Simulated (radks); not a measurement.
Coulomb parameter of the 3d shell of neutral titanium in the model configuration [Ar] 3d1 4s2 4p1, as a second difference U = [E(n + 0.25) + E(n - 0.25) - 2 E(n)] / (0.25)^2 with all orbitals relaxed. "Bare": the charge of the atom changes with n. "Screened": the 4p shell takes up the change at fixed total charge, which measures U(3d,3d) + U(4p,4p) - 2 U(3d,4p). All-electron calculation, scalar-relativistic Kohn-Sham, BLYP, spin-unpolarised, spherical densities, point nucleus. Program: a radial shooting solver on a logarithmic mesh with Libxc functionals.

| case | configuration | E - E(n) (eV) |
|---|---|---|
| start | [Ar] 3d1 4s2 4p1 | 0.000 |
| bare +0.25 | [Ar] 3d1.25 4s2 4p1 | -1.965 |
| bare -0.25 | [Ar] 3d0.75 4s2 4p1 | 2.669 |
| screened +0.25 | [Ar] 3d1.25 4s2 4p0.75 | -1.569 |
| screened -0.25 | [Ar] 3d0.75 4s2 4p1.25 | 1.857 |

U(bare) = 11.266 eV, U(screened by 4p) = 4.599 eV, against the Slater integral F0(3d,3d) = 18.294 eV with frozen orbitals. The step up makes a negative ion, whose loosely bound charge lowers the bare value.
